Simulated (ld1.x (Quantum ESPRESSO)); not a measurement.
**Before and after: ultrasoft potential for nitrogen**

* Element: N (Z = 7)
* Generator: ld1.x (Quantum ESPRESSO) 7.5
* Type: ultrasoft
* Functional: PBE
* Relativity: scalar-relativistic
* Frozen core: [He]
* Valence charge: 5
* Reference configuration: 2s1.75 2p3.25
* Partial waves: 2s (bound): rcut 1.00, rcutus 1.20 bohr; 2s channel at 0.45 Ry: rcut 1.00, rcutus 1.20 bohr; 2p (bound): rcut 1.25, rcutus 1.75 bohr; 2p channel at 3.6 Ry: rcut 1.25, rcutus 1.75 bohr; 3d channel at 0.2 Ry: rcut 1.30, rcutus 1.70 bohr; 3d channel at 2.55 Ry: rcut 1.30, rcutus 1.70 bohr
* Local potential: all-electron potential smoothed inside 1.65 bohr (lloc = -1)
* Core correction: a·sin(br)/r model core, default radius (core density twice the valence density)
* Augmentation charge: PSQ, inside the norm-conserving radii

All-electron outer shells of the reference configuration (PBE, scalar-relativistic, ld1.x):

| shell | level (eV) | outermost node (bohr) | outermost maximum (bohr) |
| --- | --- | --- | --- |
| 1s | -384.93 | – | 0.15 |
| 2s | -18.70 | 0.32 | 1.02 |
| 2p | -7.20 | – | 0.98 |

Change: waves 2s (bound): rcut 0.96, rcutus 1.02 bohr; 2s channel at 0.45 Ry: rcut 0.96, rcutus 1.02 bohr.

Cutoffs: the cutoffs (Ry, on a coarse ladder) from which the occupation-weighted sum of valence levels, in a spherical-Bessel basis at the reference potential, stays within 10 and 1 mRy of its value at 400 Ry; they do not see the model core or the augmentation charge, which bear on the density cutoff. Errors are all-electron minus pseudo energies relative to the spin-unpolarised reference configuration.

Q: Predict the effect on cutoff, ghosts and configuration errors.

A: The potential gets neither clearly harder nor softer (25 Ry and 35 Ry → 25 Ry and 35 Ry); the p channel sets the loose cutoff, while the largest relative change is in s, which becomes softer; of the 7 tests that both files solve, the error grows in 3 and shrinks in 1 by more than 15 % and 0.3 meV (median size 2.3 → 2.1 meV); neither file shows a bound ghost.

| quantity | base | changed |
| --- | --- | --- |
| cutoff, loose | 25 Ry | 25 Ry |
| cutoff, tight | 35 Ry | 35 Ry |
| loose cutoff by channel (10 mRy a level) | s 12 Ry, p 21 Ry | s 10 Ry, p 21 Ry |
| bound ghosts | none | none |
| error for 2s2 2p3, meV [ΔE -2.87 eV] | -0.2 | 0.0 |
| error for 2s2 2p2, meV [ΔE 10.72 eV] | +2.8 | +4.4 |
| error for 2s2 2p1, meV [ΔE 39.57 eV] | +30 | +38 |
| error for 2s2 2p0, meV [ΔE 86.65 eV] | +55 | +87 |
| error for 2s1 2p3, meV [ΔE 22.50 eV] | -2.3 | -2.1 |
| error for 2s2 2p3.3, meV [ΔE -4.49 eV] | -0.4 | -0.3 |
| error for 2s1 2p4, meV [ΔE 8.63 eV] | -1.6 | 0.0 |
| s: phases at 1.91 bohr within 0.05 rad from the reference energy up to (Ry; the scan ends near 5) | to the end of the scan | to the end of the scan |
| p: phases at 1.91 bohr within 0.05 rad from the reference energy up to (Ry; the scan ends near 5) | to the end of the scan | to the end of the scan |
| d: phases at 1.91 bohr within 0.05 rad from the reference energy up to (Ry; the scan ends near 5) | to the end of the scan | to the end of the scan |
| lowest overlap eigenvalue by channel | s 0.50, p 0.89, d 0.97 | s 0.65, p 0.89, d 0.97 |
